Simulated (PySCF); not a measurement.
Problem. What does the PBE0-D3(BJ)/def2-SVP structure of `C/C(F)=C\O[SiH3]` look like in three dimensions?

Solution. 
```xyz
13
C3H7FOSi angstrom
C      2.188   -0.020    0.105
C      1.110   -0.915   -0.372
F      1.521   -2.142   -0.730
C     -0.191   -0.633   -0.487
O     -0.686    0.595   -0.186
Si    -2.269    0.893    0.280
H      1.772    0.961    0.365
H      2.956    0.110   -0.675
H      2.686   -0.448    0.990
H     -0.882   -1.397   -0.865
H     -2.534    0.358    1.650
H     -3.206    0.240   -0.684
H     -2.424    2.370    0.255
```

Orientation and origin are arbitrary. Atoms count from 1 in this order. Of the pairs four or more bonds apart, O5···H7 is among the closest relative to their van der Waals radii: 2.55 Å, 94 % of the sum of Bondi's values. The C–C distances run from 1.336 Å (C2=C4, drawn double) to 1.480 Å (C1–C2, drawn single), a spread of 0.144 Å. Si6 (oxygen-bound silicon) is distorted tetrahedral (angles from 105.7° to 111.1°).

Bonds between heavy atoms (Å): C1–C2 1.480, C2–F3 1.342, C2=C4 1.336, C4–O5 1.358, O5–Si6 1.676.

Computed, not measured: PBE0-D3(BJ)/def2-SVP geometry optimisation, gas phase (PySCF 2.14.0).

Point group: C1 (no symmetry element, even within 0.4 Å). Not checked by PBE0-D3(BJ)/def2-SVP frequencies. One conformer, not necessarily the lowest (C2–C4–O5–Si6 -155°).

Time: 96 s wall; peak memory 0.52 GiB. Hardware: an Arm Neoverse V1 with one thread, no GPU, shared host with 32 logical CPUs at a one-minute load of 12. This is the geometry optimisation.
